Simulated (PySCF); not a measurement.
## Calculated properties of `C[O+](CC(F)(F)F)CC(F)F`

Species: C5H8F5O (charge +1).
Numbering: `[CH3:1][O+:2]([CH2:3][CH:4]([F:5])[F:6])[CH2:7][C:8]([F:9])([F:10])[F:11]` (hydrogens: H12, H13, H14 on C1; H15, H16 on C3; H17 on C4; H18, H19 on C7)

Some functional groups and rings: CF3 group and C–F bond.

**PBE0-D3(BJ)/def2-SVP geometry optimisation, gas phase (PySCF)**

```yaml
Point_group: C1
Rotational_constants_A_B_C: 2.057, 0.608, 0.548 GHz
```

From wB97X-D/def2-SVPD ground state and vertical TDDFT (core frozen in the response) (PySCF):

```yaml
HOMO_energy: -16.38 eV
LUMO_energy: -3.11 eV
HOMO–LUMO_gap: 13.27 eV
Lowest_singlet_excitation: 8.32 eV (149 nm, f = 0.002)
Strongest_line_among_the_10_lowest_singlet_transitions: S10 at 10.96 eV (113 nm, f = 0.049)
Lowest_triplet_excitation_Tamm–Dancoff: 7.68 eV
Static_isotropic_polarisability: 64.6 au
Electronic_spatial_extent_⟨r²⟩_about_the_centre_of_nuclear_charge: 1915 bohr²
```

CAM-B3LYP/pcSseg-2 ground state and GIAO shieldings, non-relativistic (PySCF):

```yaml
13C_chemical_shifts_computed_TMS_as_zero_by_class: 131.4 (C8), 119.8 (C4), 92.5 (C3), 92.1 (C7), 87.8 (C1) ppm
1H_chemical_shifts_computed_TMS_as_zero_by_class: 6.34 (H17), 5.01 (H12/H13/H14), 4.90 (H18/H19), 4.83 (H15/H16) ppm
Isotropic_shieldings_of_nuclei_other_than_C_and_H_by_class: 321 (O2), 259 (F9/F10/F11), 319 (F5/F6) ppm
```

**B3LYP/pcJ-1 indirect spin-spin coupling, non-relativistic, gas phase; spin–dipole term left out for some pairs (PySCF)**

```yaml
Largest_of_the_computed_one-bond_spin–spin_couplings_means_over_like_bonds: 19F–13C -350.3 (F9–C8 and 2 like it), 19F–13C -310.8 (F5–C4 and 1 like it), 13C–1H +198.3 (C4–H17), 13C–1H +169.0 (C7–H18 and 1 like it), 13C–1H +168.3 (C1–H12 and 2 like it), 13C–1H +165.6 (C3–H15 and 1 like it) Hz
```

Monoisotopic mass of the ion (most abundant isotopes, electron mass counted): 179.0490 u.

The vertical singlet–triplet gap S1 − T1 is 0.64 eV (TDDFT singlet less Tamm–Dancoff triplet; S1: HOMO→LUMO, weight 0.93; T1: HOMO→LUMO, weight 0.84). With B = h/(8π²I), that is 505.379 GHz u Å² over I, the principal moments of inertia are 245.7, 831.0 and 921.8 u Å² (most abundant isotopes). The principal polarisabilities are 58.7, 64.7 and 70.4 au; their mean is the isotropic value. The polarisability is 9.57 Å³ as a volume (1 au = 0.148185 Å³), or 0.72 au for each of the 90 electrons. The rotational constants make it an asymmetric top with κ = (2B − A − C)/(A − C) = -0.92, nearer the prolate limit (−1).

 NMR classes are plain means over equivalent atoms (diastereotopic ones count apart unless rotation or inversion swaps them), as if these changed places fast; in this geometry the members of some classes differ.

Conformer computed: `[CH3:1][O+:2]([CH2:3][CH:4]([F:5])[F:6])[CH2:7][C:8]([F:9])([F:10])[F:11]`: C1–O2–C3–C4 -96°, O2–C3–C4–F5 58°, C1–O2–C7–C8 -80°, O2–C7–C8–F9 -60°.

One conformer stands for the species.
